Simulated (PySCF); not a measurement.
Compound: C4H5F2GaO3.
Bonds: F1–C2, C2–F3, C2–O4, O4–C5, C5–O6 (double), O6–Ga7, Ga7–O8, O8–C9, C9–C10 (double), C5–C10. Hydrogens: H11 on C2; H12, H13 on Ga7; H14 on C9; H15 on C10.

The calculation used PySCF 2.14.0, PBE0-D3(BJ)/def2-SVP geometry optimisation, gas phase.

Problem. How far are the bound atoms from Ga7?

Solution. 4 atoms: H12 1.560 Å, H13 1.561 Å, O8 1.942 Å, O6 1.993 Å. The nearest atom not counted as bound is C9, at 2.88 Å.

Problem. List the angles at Ga7.

Solution. 
| angle | degrees | distance of the outer atoms (Å) |
| --- | --- | --- |
| H12–Ga7–H13 | 130.3 | 2.83 |
| O8–Ga7–H12 | 108.3 | 2.85 |
| O8–Ga7–H13 | 108.1 | 2.84 |
| O6–Ga7–H12 | 106.1 | 2.85 |
| O6–Ga7–H13 | 105.7 | 2.84 |
| O6–Ga7–O8 | 91.4 | 2.82 |

Problem. Describe the arrangement about Ga7 in numbers.

Solution. Angles from 91.4° to 130.3°; τ4 = (360° − α − β)/141° = 0.86 with α and β the two widest (0 for a square, 1 for a tetrahedron). The Ga–O distances aren't all alike: 1.942 to 1.993 Å.

Problem. What are the other bond lengths?

Solution. F1–C2, C2–F3 1.330 Å; C2–O4 1.388 Å; O4–C5 1.342 Å; C5=O6 1.254 Å; O8–C9 1.270 Å; C9=C10 1.388 Å; C5–C10 1.407 Å. (A selection.)

Problem. Give some angles away from the centre.

Solution. F1–C2–F3 108.7°, F1–C2–O4 106.0°, F3–C2–O4 109.3°, C2–O4–C5 118.6°, O4–C5–O6 117.9°, O4–C5–C10 114.9°, O6–C5–C10 127.2°, C5–O6–Ga7 125.5°, Ga7–O8–C9 126.2°, O8–C9–C10 127.8°.

Problem. What are the rotational constants (commonest isotopes, rigid rotor)?

Solution. A = 2003, B = 510.5, C = 430.9 MHz: an asymmetric top.

Point group: C1 (no symmetry element, even within 0.4 Å). Charge 0, singlet. Not checked by PBE0-D3(BJ)/def2-SVP frequencies.

The run took 2.0 min on Intel Xeon 6975P-C, one thread, shared host with 192 logical CPUs at a one-minute load of 55, and the process peaked at 0.88 GiB of memory. These figures are those of the optimisation.

Shape of the structure used: `[F:1][CH:2]([F:3])[O:4][C:5]1=[O+:6][GaH2-:7][O:8][CH:9]=[CH:10]1`: F1–C2–O4–C5 -160°, C2–O4–C5–O6 1°.

One conformer stands for the species.
